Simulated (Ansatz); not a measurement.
Geometry optimisation, Ansatz 0.2.0, DFT PBE, scalar-relativistic, plane waves, PAW.

Input:

```yaml
crystal:
  lattice:
    - [0.0, 5.43, 5.43]
    - [5.43, 0.0, 5.43]
    - [5.43, 5.43, 0.0]
  atoms:
    - { symbol: Si, position: [0.0, 0.0, 0.0] }
    - { symbol: Si, position: [0.125, 0.125, 0.125] }
    - { symbol: Si, position: [0.0, 0.0, 0.5] }
    - { symbol: Si, position: [0.125, 0.125, 0.625] }
    - { symbol: Si, position: [0.0, 0.5, 0.0] }
    - { symbol: Si, position: [0.125, 0.625, 0.125] }
    - { symbol: Si, position: [0.0, 0.5, 0.5] }
    - { symbol: Si, position: [0.125, 0.625, 0.625] }
    - { symbol: Si, position: [0.5, 0.0, 0.0] }
    - { symbol: Si, position: [0.625, 0.125, 0.125] }
    - { symbol: Si, position: [0.5, 0.0, 0.5] }
    - { symbol: Si, position: [0.625, 0.125, 0.625] }
    - { symbol: Si, position: [0.5, 0.5, 0.0] }
    - { symbol: Si, position: [0.625, 0.625, 0.125] }
    - { symbol: Si, position: [0.5, 0.5, 0.5] }
    - { symbol: Si, position: [0.625, 0.625, 0.625] }
    - { symbol: Si, position: [0.74740299, 0.75711842, 0.75434618] }
basis:
  ecutwfc: 420.0
kpoints:
  mp_grid: { grid: [2, 2, 2] }
hamiltonian:
  xc: pbe
  pseudopotentials: { kind: paw, azcp: { folder: soft_1 } }
scf:
  occupations: { method: gaussian, width: 0.02 }
  lower_state_search: "off"
relax:
  f_tol: 0.03
  max_steps: 60
  adjacent_minimum: "off"
```

Command:

```bash
$ ansatz run input.yaml --threads 1 --pin off --max-ram 3072MiB --backend cpu --events-out ev --progress --plain --runs-dir out
```

Q: Where does it end, and by what steps?

A: The forces met the threshold. The force dipped under the threshold on the way, but the program's further checks kept it going. After 3 steps the energy has fallen by 0.142 eV; Si17 moved furthest, 0.06 Å.

| step | energy less start (eV) | largest force component (eV/Å) | accepted |
| --- | --- | --- | --- |
| 0 | 0.0000 | 0.729 | yes |
| 1 | -0.1245 | 0.265 | yes |
| 2 | -0.1420 | 0.018 | yes |
| 3 | -0.1420 | 0.018 | yes |

```xyz
17
Lattice="0.0000 5.4300 5.4300 5.4300 0.0000 5.4300 5.4300 5.4300 0.0000" Properties=species:S:1:pos:R:3
Si 0.003 0.000 0.001
Si 1.357 1.351 1.352
Si 2.718 2.716 0.034
Si 4.081 4.078 1.355
Si 2.718 0.032 2.716
Si 4.080 1.354 4.078
Si 5.401 2.715 2.716
Si 6.766 4.096 4.098
Si 0.041 2.715 2.716
Si 1.359 4.079 4.080
Si 2.718 5.399 2.716
Si 4.100 6.767 4.096
Si 2.718 2.715 5.400
Si 4.101 4.095 6.767
Si 5.432 5.431 5.431
Si 6.766 6.765 6.766
Si 8.149 8.146 8.147
```

Run time: 21 s on 1 thread of Arm Neoverse V1 (shared host), peak memory 0.49 GiB.
